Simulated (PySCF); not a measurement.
Species: C₆H₉B₂N.
Structure used (PBE0-D3(BJ)/def2-SVP), in Å, numbered top down from 1:
```
atom  x, y, z in Å
B1    -2.2567    0.3103   -1.3769
N2    -1.7105    0.1535   -0.0643
B3    -2.5628    0.2004    1.0833
C4    -0.3048   -0.0526    0.1012
C5     0.1675   -1.1412    0.8385
C6     1.5367   -1.3378    0.9986
C7     2.4471   -0.4525    0.4238
C8     1.9774    0.6333   -0.3132
C9     0.6086    0.8341   -0.4737
H10   -3.4411    0.4978   -1.4884
H11   -1.5252    0.2463   -2.3342
H12   -2.0821    0.0865    2.1841
H13   -3.7449    0.3603    0.9170
H14   -0.5465   -1.8405    1.2789
H15    1.8937   -2.1952    1.5740
H16    3.5207   -0.6085    0.5498
H17    2.6814    1.3364   -0.7644
H18    0.2392    1.6908   -1.0413
```

Computed at PBE0/pcSseg-1 (PySCF, non-relativistic), with Q(11B) = 0.04059 b, Q(14N) = 0.02044 b: B1, 11B (I = 3/2): χzz = 4.838 MHz, η = 0.201; N2, 14N (I = 1): χzz = 1.798 MHz, η = 0.402.

Where would the pure quadrupole (NQR) lines of 11B at B1 fall for the rigid, isolated species?

From ν = (|χ|/2)√(1 + η²/3): ν = 2.435 MHz (three-coordinate boron).

Where would the pure quadrupole (NQR) lines of 14N at N2 fall for the rigid, isolated species?

From ν± = (3/4)|χ|(1 ± η/3) and ν0 = |χ|η/2: ν+ 1.529 MHz, ν− 1.168 MHz, ν0 0.362 MHz (boron-bound nitrogen).

In a crystal, neighbours and librations shift these lines. A larger basis could move these couplings by a tenth or more.
